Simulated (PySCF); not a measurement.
SiBrCl₂, SMILES Cl[Si](Cl)Br, multiplicity 2. Geometry: B3LYP-D3(BJ)/def2-SVP.

Calculation: B3LYP-D3(BJ)/def2-SVP (PySCF 2.14.0).

Harmonic wavenumbers (cm⁻¹): 131, 142, 209, 392, 527, 572. Rotational constants (GHz): 2.364, 1.318, 0.8805; symmetry number 1.

**Question.** Work out the zero-point energy and the ideal-gas rigid-rotor harmonic-oscillator thermochemistry at 298.15 K and 1 atm.

**Answer.** ZPE = ½ Σ hcν = ½ × 1973 cm⁻¹ = 2.82 kcal/mol. H − E(el) = 6.81 kcal/mol. Entropy in cal/(mol K): translation 41.45, rotation 29.15, vibration 9.84, spin 1.38, total 81.83. G − E(el) = -17.59 kcal/mol. Cp = 17.38 cal/(mol K). Modes under 150 cm⁻¹ make the vibrational entropy uncertain.
